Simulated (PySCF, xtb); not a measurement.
C2H8BClSi, SMILES Cl[SiH2]B(C)C. Atoms are numbered in the order given.

```xyz
13

Si     0.8267    -0.3330    -0.4879
Cl     1.4463     1.5395     0.2062
B     -1.0850    -0.7310     0.0656
C     -1.9666     0.4048     0.6688
C     -1.6338    -2.1807    -0.1523
H      1.8003    -1.3430     0.0346
H      0.9665    -0.3191    -1.9794
H     -1.4087     1.1629     1.2384
H     -2.3571     0.9397    -0.2233
H     -2.8450     0.0578     1.2349
H     -2.7261    -2.2241    -0.2894
H     -1.4274    -2.6923     0.8111
H     -1.1354    -2.7805    -0.9287
```

Geometry optimised at PBE0-D3(BJ)/def2-SVP. The structure was generated by enumeration, and PubChem lists no compound with its InChIKey, so it may never have been made. Other conformers were not sampled.

Level of theory: IEF-PCM-B3LYP/def2-SVP in PySCF.

The values are the electrostatic part of the solvation free energy, E(continuum) − E(gas) at the gas-phase geometry, in a cavity of scaled van der Waals radii (PySCF's table); cavitation and dispersion terms are not included. In vacuum the orbital gap is 5.70 eV. The dipole moment in vacuum is 2.46 D.

Computed values in water (ε = 78.36), 1-octanol (ε = 9.86), N,N-dimethylformamide (ε = 37.22):
```csv
solvent,ε,ΔG(elec) (kcal/mol),dipole (D),gap (eV)
water,78.36,-2.1,3.09,5.87
1-octanol,9.86,-1.8,3.01,5.85
"N,N-dimethylformamide",37.22,-2.1,3.08,5.87
```

For comparison, GFN2-xTB/ALPB(water) (xtb, at the GFN2-xTB geometry, all terms of that model) gives -2.5 kcal/mol.
